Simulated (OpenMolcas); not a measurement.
# Mn4+: moving or changing the point charges

Mn4+ among 4 point charges of -1 e arranged as a tetrahedron (Td), 2.09 Å from the ion.

```
Program             : OpenMolcas
Method              : SS-CASPT2, IPEA 0.25 Eh, imaginary shift 0.1 Eh (closed shells correlated: 3s 3p)
Basis               : ANO-RCC-VDZP [5s4p2d1f]
Scalar Hamiltonian  : DKH2, point nucleus
Active space        : 3 electrons in 5 orbitals (3d)
State averaging     : 2S+1 = 4 even, 10 roots; 2S+1 = 2 even, 40 roots
Spin-orbit coupling : state interaction with AMFI integrals over the reference wave functions
```

Runs around this geometry, states (labels of Td). Energies in cm-1 above the lowest state or level, χT in cm3 K/mol; under a threefold ground state the first gap can be a small split of the lowest multiplet, not the spin-orbit step.

```tsv
R (Å)	q (e)	Ground state	First state of that spin	First gap with spin-orbit (degeneracies)	χT at 300 K	First state of another spin
2.09	-0.5	4T2	4T1 180	330 (4, 2)	0.650	2T2 18230
2	-1	4T2	4T1 130	310 (4, 2)	0.658	2T2 18310
2.09	-1	4T1	4T2 170	290 (4, 2)	0.645	2T2 18370
2.22	-1	4T2	4T1 44	310 (4, 2)	0.647	2T2 18440
```

The ground state changes within this set.

Roots that are degenerate in the reference are averaged as groups; the widest CASPT2 spread within a group is 640 cm-1 (the 3-fold group of multiplicity 4 near 0 cm-1 above the lowest state of its run, R = 2.09, q = -0.5). Shifts and gaps below about the spread of the groups concerned are not significant. The ground term spreads over less than 5000 cm-1, several times less than with real ligands, so orbital moments are less quenched and χT lies further from the spin-only value than at real sites. Free-ion shares, where given, are those of the reference states; single-state CASPT2 does not remix them. Spin-orbit coupling mixes the spin-free states strongly: the lowest level takes only 49 % from its leading state, 4T2 (figures for R = 2.09, q = -0.5; the like holds for R = 2, q = -1, R = 2.09, q = -1, R = 2.22, q = -1). This is an electrostatic model: the charges have no orbitals. No measured value stands beside these numbers.
